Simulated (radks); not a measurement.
Results of a calculation; reference values are marked as such.
Task: The mean radii <r> (bohr) of the occupied orbitals of an atom or ion are listed with their occupations. Level of theory: scalar-relativistic Kohn-Sham, r2SCAN, spin-polarised, spherical densities, finite nucleus; meta-GGA in the generalised Kohn-Sham scheme; Fermi nuclear charge, rms radius of each element as measured or else 0.836 A^(1/3) + 0.57 fm (a radial shooting solver on a logarithmic mesh with Libxc functionals).

orbital  occ.      <r>
1s up       1  0.02143
1s down     1  0.02142
2s up       1  0.08756
2s down     1  0.08771
2p up       1  0.07654

Name the element and its charge. Open shells, if any, are filled with parallel spins first.

Result: Z = 65, terbium, charge +60: Tb60+ in [He] 2s2 2p1. The 1s radius gives Z: for a bare nucleus <r> = (2 gamma + 1)/(2Z) with gamma = sqrt(1 - (Z/c)^2), 0.02124 bohr for Z = 65, and screening makes it slightly larger (0.02143 here). The occupations add up to 5, and the charge is Z minus that.
